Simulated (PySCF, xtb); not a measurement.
CdHF, SMILES [F][CdH].

GFN2-xTB (xtb 6.7.1) at its own geometry gives an orbital gap of 5.02 eV and a dipole moment of 3.82 D.

Geometry: B3LYP-D3(BJ)/def2-TZVPD. The def2 effective core potentials stand for the cores of Cd; spin–orbit coupling is left out.

**Question.** What does M06-2X/def2-TZVPD in PySCF give? (An estimate is asked for; the answer gives what the named calculation found.)

**Answer.** gap 10.10 eV (levels -10.48 and -0.38 eV), dipole 2.86 D.
